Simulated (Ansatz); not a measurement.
Z-matrix (Å, degrees):
```
Al
F 1 1.652
C 1 1.923 2 119.7
O 1 1.691 2 120.7 3 176.1
Se 1 2.739 2 113.2 3 -52.5
H 3 1.086 1 125.0 2 152.7
H 3 1.090 1 115.7 2 9.5
H 4 0.955 1 123.5 2 9.6
H 5 1.470 1 82.7 2 -145.7
```

Total charge 0; spin multiplicity 1.

List the r2SCAN/def2-TZVPP orbital energies in eV (Ansatz). (An estimate is asked.)

Computed: Occupied: -12334.77, -1575.41, -1517.01, -1412.66, -1412.63, -1412.58, -664.97, -515.31, -273.69, -211.53, -155.00, -154.90, -154.69, -110.51, -70.84, -70.68, -70.61, -55.36, -55.35, -55.19, -55.12, -55.09, -29.70, -25.52, -19.92, -16.52, -12.80, -11.54, -10.93, -10.14, -9.86, -9.69, -9.50, -8.35, -8.03, -7.92, -6.07. Lowest empty: -1.31, -0.24, -0.05, 0.66, 1.31, 1.97, 2.60, 2.70.
